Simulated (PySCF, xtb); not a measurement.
AlF₂HSe, SMILES [F][Al]([F])[SeH]. The values are those of a single conformer.

Harmonic wavenumbers (cm⁻¹) from GFN2-xTB in xtb at its own minimum, in rising order: 113, 163, 170, 224, 377, 520, 745, 843, 2013.

What does r2SCAN-D4/def2-SVP (PySCF 2.14.0) give at its own minimum? (The exact figures need the calculation; the answer reports its results.)

139, 205, 242, 244, 395, 589, 813, 959, 2433. Paired by order, the mean absolute difference is 94 cm⁻¹ and the zero-point energies are 7.4 and 8.6 kcal/mol.
